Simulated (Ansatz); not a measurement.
Members of the series B-XY, Y = H; each row names its spin state. All species are isolated molecules in the gas phase. One relaxed conformer stands for each flexible species; it need not be the lowest. Strings in code marks are SMILES.

Quantity: adiabatic spin-state energy, in eV.

Case: `[BH-]B`: multiplicity 3 minus multiplicity 1. The other species in the difference include `B[BH-]` (charge -1, multiplicity 1). Geometry of `[BH-]B` (charge -1, multiplicity 3, Å):

```xyz
5

B      0.9981    -0.4172    -0.0043
B     -0.5795    -0.0358    -0.0013
H      2.0532     0.1802     0.0056
H     -0.9847     1.1242     0.0145
H     -1.4871    -0.8514    -0.0145
```

Question: Predict the adiabatic spin-state energy from BLYP/aug-cc-pVTZ // PBE0-D3(BJ)/def2-TZVPD (Ansatz, a first-principles code).

Answer: 0.84 eV.
